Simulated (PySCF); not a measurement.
## Se²⁷⁺: ionisation energy

Se²⁷⁺ [He] 2s2 2p3 (4S) → Se²⁸⁺ [He] 2s2 2p2 (3P), as a difference of total energies. All numbers are calculated (PySCF 2.14, no relativity, point nucleus, in an even-tempered Gaussian basis (17 s from 8.1 bohr⁻², ratio 2.2; 10 p from 11 bohr⁻², ratio 2.2; 6 d from 43 bohr⁻², ratio 2.4; 5 f from 64 bohr⁻², ratio 2.4; 4 g from 97 bohr⁻², ratio 2.4)). Correlated levels: nothing frozen; virtual orbitals above 40 to 60 times the deepest correlated orbital energy dropped. The calculations carry no spin-orbit coupling.

```csv
method,ionisation energy (eV)
UHF,2974.2
LDA,2971.9
PBE,2972.2
PBE0,2973.0
r2SCAN,2974.9
PW91,2972.9
TPSSh,2972.4
MP2 (all electrons),2974.0
SCS-MP2 (all electrons),2973.4
```

Spin-orbit coupling is strong in these open shells (close to jj coupling). The scalar numbers leave it out and a first-order estimate fails, so it can dominate the gap to the real levels.

All relativistic terms are absent from these numbers, so their closeness to the reference says little about the methods.

For comparison: 2964 ± 22 eV (semi-empirical (NIST evaluation); NIST Atomic Spectra Database, ionization energies).
